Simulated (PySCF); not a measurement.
[CrF6]-: Cr(V) (d1), charge -1. The structure is a PBE0-D3(BJ)/def2-SVP geometry optimised for multiplicity 2; coordination octahedral, point group Oh, metal–donor distances 1.75 Å.

The d shell alone is too small an active space for [CrF6]- (an active orbital has only 0.65 squared overlap with the free ion's shell): its levels, fitted parameters, g values and moments show what this model gives and aren't sound predictions.

```
7

Cr    0.0000    0.0000    0.0000
F     0.0000    0.0000    1.7452
F     0.0000    0.0000   -1.7452
F     1.7452    0.0000    0.0000
F    -1.7452    0.0000    0.0000
F     0.0000    1.7452    0.0000
F     0.0000   -1.7452    0.0000
```

Method (PySCF 2.14, density fitting): CASSCF(1,5) with orbitals averaged over all microstates of the shell, strongly contracted NEVPT2 on the averaged canonical orbitals; basis x2c-TZVPall on the metal, x2c-SVPall elsewhere; spin-free X2C; IEF-PCM dichloromethane; spin-orbit coupling by state interaction with the mean-field operator over all roots.

What is the ground state?

2T2g (S = 1/2, orbital degeneracy 3), with 1.0 electrons in the lower (t2g-type) set and 0.0 in the upper (eg-type) set, by NEVPT2.

Where do the spin-allowed transitions within the shell lie?

By NEVPT2: 2Eg at 32010 cm⁻¹ (312 nm). All are electric-dipole forbidden at this geometry.

What ligand-field parameters describe the result?

At NEVPT2 level: orbital energies 0, 0, 0, 32010, 32010 cm⁻¹; 10Dq = 32010 cm⁻¹; ζ = 262 cm⁻¹ (free ion 360).

What magnetic behaviour follows?

Degenerate or low-lying orbital states mix with the ground state, so no spin-only Hamiltonian applies. The lowest spin-orbit level is 4-fold; the next lies at 445.1 cm⁻¹. μeff is 1.55 μB at 300 K and 0.31 μB at 10 K; the spin-only value is 1.73 μB.

No frequencies were computed for the optimised geometry. Charge-transfer states lie outside this active space and may come lower than some of these levels. The ground state is orbitally degenerate in this regular structure, which would distort (Jahn–Teller), so its moment is that of the undistorted model. NEVPT2 lifts 2Eg from 28083 to 32010 cm⁻¹; on the d shell alone it tends to overshoot states that fill the eg-type orbitals. NEVPT2 on the d shell alone tends to put d–d bands too high for such charged or covalently bound ions.

The job took 16 s on one thread of Arm Neoverse N1 (shared host), with 132 basis functions, launched as `OMP_NUM_THREADS=1 python lf_run.py task.json out`.
